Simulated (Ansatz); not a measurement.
Frontier orbitals of `[SiH3][O][Hf]([Cl])([O][SiH3])[O][SiH3]`.

The species carries charge 0 and has multiplicity 1. Correlated methods include outer-core shells of Hf, which these sets cover unevenly. Hf takes the def2 core potential. Geometry: relaxed with PBE0-D4/def2-TZVP. It is one conformer, not always the lowest. Basis def2-TZVPP, the Gaussian-basis code of Ansatz.

```json
{"functional": "PBE", "HOMO (eV)": "-7.49", "LUMO (eV)": "-1.46", "gap (eV)": "6.03"}
{"functional": "revPBE", "HOMO (eV)": "-7.45", "LUMO (eV)": "-1.31", "gap (eV)": "6.14"}
{"functional": "r2SCAN", "HOMO (eV)": "-7.86", "LUMO (eV)": "-1.05", "gap (eV)": "6.81"}
{"functional": "PBE0", "HOMO (eV)": "-8.92", "LUMO (eV)": "-0.70", "gap (eV)": "8.22"}
{"functional": "B3LYP", "HOMO (eV)": "-8.70", "LUMO (eV)": "-0.93", "gap (eV)": "7.77"}
{"functional": "HSE06 (plane-wave form)", "HOMO (eV)": "-8.52", "LUMO (eV)": "-1.07", "gap (eV)": "7.45"}
{"functional": "CAM-B3LYP", "HOMO (eV)": "-10.32", "LUMO (eV)": "0.10", "gap (eV)": "10.42"}
{"functional": "LC-ωPBE", "HOMO (eV)": "-11.69", "LUMO (eV)": "1.30", "gap (eV)": "12.99"}
{"functional": "ωB97M-V", "HOMO (eV)": "-11.21", "LUMO (eV)": "0.65", "gap (eV)": "11.86"}
```

A quarter of exact exchange (PBE0) shifts PBE's HOMO by −1.43 eV and its LUMO by +0.76 eV; full exchange at long range (ωB97M-V) shifts them by −3.72 and +2.11 eV. The gap opens from 6.03 to 11.86 eV, since occupied levels lose self-interaction and empty ones feel all the electrons. A positive LUMO is unbound and depends on the basis.

B3LYP here is the variant with VWN-RPA as its local correlation; programs differ in this. LC-ωPBE has ω = 0.4 bohr⁻¹.
